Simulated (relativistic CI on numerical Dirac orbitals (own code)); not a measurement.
**Crystal-field levels of Pt3+, 5d7**

Calculated by Dirac-Coulomb-Breit CI, orbitals from a KLI potential per configuration, a model potential for QED, valence Slater integrals scaled by 0.75, one configuration in a parametric crystal field (own radial code).

Field parameters in Wybourne normalisation: Td as Oh with Dq negative (B⁴₀ = 21Dq, B⁴₄ = √(5/14) B⁴₀). The field is a parameter set, without covalency.

S and J are read from ⟨S²⟩ = S(S + 1) and ⟨J²⟩ = J(J + 1) of each level; they are not fictitious spins.

Td, 10Dq = -3100 cm⁻¹, the lowest 10 levels:

```tsv
E (cm⁻¹)	Degeneracy	Irrep	S	J
0.0	4	Γ8	1.39	4.45
1549	4	Γ8	1.34	4.47
2165	2	Γ6	1.32	4.48
9212	4	Γ8	1.25	2.70
10259	2	Γ6	1.46	3.51
10382	2	Γ7	1.44	3.34
11324	2	Γ7	1.25	2.72
11436	4	Γ8	1.28	2.91
11630	4	Γ8	1.16	2.33
16845	4	Γ8	1.31	2.00
```

Td, 10Dq = -5600 cm⁻¹, the lowest 16 levels:

```
E (cm⁻¹)  Degeneracy  Irrep     S     J
     0.0           4     Γ8  1.41  4.37
    2974           4     Γ8  1.31  4.43
    4083           2     Γ6  1.28  4.45
    9699           4     Γ8  1.21  2.69
   11675           2     Γ7  1.38  3.14
   11836           2     Γ6  1.44  3.53
   12645           2     Γ7  1.28  2.99
   12999           4     Γ8  1.20  2.59
   13532           4     Γ8  1.22  2.96
   17249           2     Γ6  0.84  4.42
   17301           4     Γ8  0.84  4.46
   18670           4     Γ8  1.37  2.11
   19518           4     Γ8  1.32  2.72
   21033           4     Γ8  0.75  4.25
   22143           2     Γ7  1.45  2.59
   22669           2     Γ6  1.17  1.00
```

Td, 10Dq = -8100 cm⁻¹, the lowest 16 levels:

| E (cm⁻¹) | Degeneracy | Irrep | S | J |
| --- | --- | --- | --- | --- |
| 0.0 | 4 | Γ8 | 1.42 | 4.27 |
| 4450 | 4 | Γ8 | 1.26 | 4.38 |
| 5982 | 2 | Γ6 | 1.22 | 4.39 |
| 10510 | 4 | Γ8 | 1.15 | 2.76 |
| 13092 | 2 | Γ7 | 1.28 | 2.97 |
| 13749 | 2 | Γ6 | 1.41 | 3.56 |
| 14189 | 2 | Γ7 | 1.34 | 3.23 |
| 14401 | 4 | Γ8 | 1.16 | 2.68 |
| 15590 | 4 | Γ8 | 1.22 | 3.18 |
| 17772 | 4 | Γ8 | 0.90 | 4.44 |
| 18015 | 2 | Γ6 | 0.94 | 4.35 |
| 20665 | 4 | Γ8 | 1.37 | 2.45 |
| 21947 | 4 | Γ8 | 1.20 | 2.99 |
| 23257 | 4 | Γ8 | 0.80 | 3.89 |
| 24055 | 4 | Γ8 | 0.79 | 4.32 |
| 24598 | 2 | Γ6 | 1.13 | 1.38 |

The free-ion ground term has S = 3/2. Every field shown keeps that spin.

Levels of this model without a field, named by their leading LS term (the scale mimics covalency, so terms lie below those of the real free ion): 4F_9/2 0, 4F_7/2 9054, 2P_3/2 9376, 4F_5/2 10104, 4F_3/2 15285, 4P_5/2 16635, 2G_9/2 16801, 4P_1/2 19678 cm⁻¹.
